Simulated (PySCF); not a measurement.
Start geometry of `FC1C=COC=C1` from a GFN2-xTB structure with every atom displaced at random (by about 0.01 Å) (Å):
```
atom  x, y, z in Å
F1    -1.2507   -0.8862    1.6259
C2    -0.9118   -0.6619    0.2715
C3     0.4649   -1.1657    0.0541
C4     1.5192   -0.3418   -0.2428
O5     1.3615    0.9811   -0.4633
C6     0.1142    1.5084   -0.3323
C7    -0.9624    0.8023   -0.0347
H8    -1.6390   -1.2341   -0.2904
H9     0.6633   -2.2079    0.2392
H10    2.5030   -0.6748   -0.3645
H11    0.1010    2.5612   -0.5236
H12   -1.9235    1.2911    0.0520
```

Q: What comes out of this run: PBE0-D3(BJ)/def2-SVP geometry optimisation, gas phase in PySCF?

A: 
```
atom  x, y, z in Å
F1    -0.6917   -0.3085    2.0971
C2    -0.7542   -0.5184    0.7142
C3     0.5250   -1.1196    0.2461
C4     1.3815   -0.4505   -0.5347
O5     1.1447    0.7788   -1.0423
C6    -0.0459    1.3459   -0.7512
C7    -0.9816    0.7790    0.0202
H8    -1.6053   -1.2082    0.5734
H9     0.8013   -2.1161    0.5956
H10    2.3479   -0.8378   -0.8614
H11   -0.1583    2.3132   -1.2434
H12   -1.9218    1.3102    0.1794
```

The energy falls by 0.125 eV over 11 energy and gradient evaluations, the largest force component goes from 0.0702 to 3.0e-04 Eh/bohr, and the atoms move by 0.037 Å rms after alignment. The bond that changes most is C4–H10 (vinylic carbon bearing oxygen to vinylic hydrogen), which lengthens by 0.045 Å. Bonds longer at the end by more than 0.005 Å: 7 of 12; shorter: 4. Among the angles that change most is O5–C4–H10, from 113.8° to 111.5°. Rotational constants go from 5096, 2586, 1888 to 5072, 2611, 1909 MHz. The orientation of the end geometry is arbitrary; only internal coordinates are fixed.

The run used 123 basis functions and 82 SCF cycles in all. On one thread of an Intel Xeon 6975P-C, shared host with 192 logical CPUs at a one-minute load of 40, this took 42 s and 0.50 GiB of memory at its peak.

No frequency check.
